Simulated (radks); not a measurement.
Results of a calculation; reference values are marked as such.
Ionisation of N, [He] 2s2 2p3, to N+, [He] 2s2 2p2, under several functionals. Non-relativistic Kohn-Sham, spin-polarised, spherical densities, point nucleus; open shells are filled with parallel spins first; a radial shooting solver on a logarithmic mesh with Libxc functionals.

functional            E(N) (hartree)  Exc (hartree)  IE (eV)  -e(HOMO) (eV)  <r> HOMO (bohr)  IE error (eV)
exchange-only PBE          -54.35779       -6.52009   14.283          7.745            1.444         -0.252
revTPSS                    -54.59789       -6.78030   15.012          8.425            1.429         +0.477
exchange-only r2SCAN       -54.40297       -6.58637   14.925          8.411            1.418         +0.391
TPSS                       -54.61617       -6.80209   15.073          8.470            1.427         +0.539
RPBE                       -54.60823       -6.78558   14.875          8.269            1.436         +0.340
AM05                       -54.21285       -6.36743   14.842          8.247            1.429         +0.308
PW91                       -54.57866       -6.75521   14.996          8.378            1.432         +0.462
revPBE                     -54.59130       -6.76840   14.871          8.262            1.434         +0.336

NIST Atomic Spectra Database: 14.534 eV (measured). Closest: exchange-only PBE. The Delta-SCF values span 0.79 eV, the total energies 0.40 hartree. The highest occupied level is 2p. Open shells are spherical and high-spin; term and fine-structure splittings are not resolved.
